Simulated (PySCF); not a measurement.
H5PSi, SMILES [SiH3]P (connectivity only; charge and spin as stated), charge +1, multiplicity 2. Coordinates come from a PBE-D3(BJ)/def2-TZVP optimisation. The spin state was assumed, not searched.

These are PBE-D3(BJ)/def2-TZVP in PySCF 2.14.0 values and carry that method's errors.

Harmonic wavenumbers (cm⁻¹): 110, 303, 368, 373, 545, 626, 784, 866, 876, 1024, 2168, 2228, 2252, 2400, 2439. Rotational constants (GHz): 53.62, 5.295, 5.174; symmetry number 1.

### Question
Work out the zero-point energy and the ideal-gas rigid-rotor harmonic-oscillator thermochemistry at 298.15 K and 1 atm.

### Answer
ZPE = ½ Σ hcν = ½ × 17359 cm⁻¹ = 103.83 kJ/mol. H − E(el) = 120.02 kJ/mol. Entropy in J/(mol K): translation 160.63, rotation 95.85, vibration 35.20, spin 5.76, total 297.44. G − E(el) = 31.34 kJ/mol. Cp = 79.02 J/(mol K). Modes under 150 cm⁻¹ make the vibrational entropy uncertain.
